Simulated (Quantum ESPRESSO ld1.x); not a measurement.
Results of a calculation; reference values are marked as such.
ld1.x (Quantum ESPRESSO 7.5) input

```
 &input
    zed=1.0,
    iswitch=1,
    rel=0,
    lsd=1,
    dft='SLA-VWN',
    config='1s1',
    verbosity='high',
    prefix='ld1',
    max_out_wfc=37,
    file_charge='ld1.rho',
 /
```

Command: `OMP_NUM_THREADS=1 ld1.x < ld1.in > ld1.out`

It prints:

```
     Program LD1 v.7.5 starts

     --------------------------- All-electron run ----------------------------

     atomic number is  1.00
     dft =SLA-VWN   lsd =1 sic =0 latt =0  beta=0.20 tr2=1.0E-14
     Exchange-correlation= SLA-VWN
                           (   1   2   0   0   0   0   0)
     mesh =1451 r(mesh) =  99.48432 a.u. xmin = -7.00 dx = 0.00800
     1 Ry =  13.60569312 eV

     n l     nl                  e(Ry)          e(Ha)          e(eV)
     1 0     1S 1( 1.00)      -0.537950386      -0.268975193     -7.3191879
     1 0     1S 2( 0.00)      -0.200349573      -0.100174786     -2.7258948

     final scf error:  7.6E-15 reached in  13 iterations

     Etot =      -0.957341 Ry,      -0.478671 Ha,     -13.025294 eV
     Total magnetization:    1.00 Bohr mag.

     Ekin =       0.933286 Ry,       0.466643 Ha,      12.698007 eV
     Encl =      -1.931238 Ry,      -0.965619 Ha,     -26.275837 eV
     Eh   =       0.596754 Ry,       0.298377 Ha,       8.119247 eV
     Exc  =      -0.556143 Ry,      -0.278072 Ha,      -7.566711 eV

     normalization and overlap integrals

     s(1S/1S) =  1.000000  <r> =   1.5814  <r2> =    3.3874  r(max) =   1.0161
     s(1S/1S) =  1.000000  <r> =   2.3374  <r2> =    7.6215  r(max) =   1.3771

     ------------------------ End of All-electron run ------------------------
```

Run on one thread of a shared host, so times are rough (Intel(R) Xeon(R) Processor @ 2.60GHz): 0.49 s of CPU time, 0.51 s wall, 13 iterations on 1451 mesh points.
